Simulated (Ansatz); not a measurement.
One change: `OC(O)Br` becomes `CSC(O)O`.

Ansatz, PBE0-D4/def2-TZVP geometries, multiplicity 1. Each molecule was computed in one conformer, which needn't be the lowest.

Scalar relativity is left out up to krypton.

| property | `OC(O)Br` |
| --- | --- |
| HOMO–LUMO gap (ωB97M-V/def2-TZVPP) / eV | 12.36 |
| size of the dipole moment (B3LYP/def2-TZVPP) / D | 2.40 |
| HOMO energy (PBE0/def2-TZVPP) / eV | -8.04 |
| LUMO energy (B3LYP/def2-TZVPP) / eV | -0.38 |
| HOMO energy (B3LYP/def2-TZVPP) / eV | -7.78 |
| size of the dipole moment (ωB97M-V/def2-TZVPP) / D | 2.41 |

Question: Give the same properties after the change, and the shifts. (Best estimate.)

Answer: Ansatz gave: 
```json
{"property": "HOMO–LUMO gap (ωB97M-V/def2-TZVPP) / eV", "`CSC(O)O`": "11.26", "shift": "-1.10"}
{"property": "size of the dipole moment (B3LYP/def2-TZVPP) / D", "`CSC(O)O`": "1.71", "shift": "-0.69"}
{"property": "HOMO energy (PBE0/def2-TZVPP) / eV", "`CSC(O)O`": "-6.62", "shift": "1.42"}
{"property": "LUMO energy (B3LYP/def2-TZVPP) / eV", "`CSC(O)O`": "0.32", "shift": "0.70"}
{"property": "HOMO energy (B3LYP/def2-TZVPP) / eV", "`CSC(O)O`": "-6.41", "shift": "1.37"}
{"property": "size of the dipole moment (ωB97M-V/def2-TZVPP) / D", "`CSC(O)O`": "1.72", "shift": "-0.69"}
```

With PBE0 the HOMO rises by 1.42 eV and the LUMO rises by 0.68 eV, so the gap narrows by about 0.74 eV. PBE moves the HOMO by 1.27 eV and ωB97M-V by 1.46 eV. Dipoles are sizes alone; their direction can turn.

B3LYP here is the variant with VWN-RPA as its local correlation; programs differ in this.

Spin–orbit coupling is left out; it splits and shifts lone-pair levels of the heavy atoms by tenths of an eV.
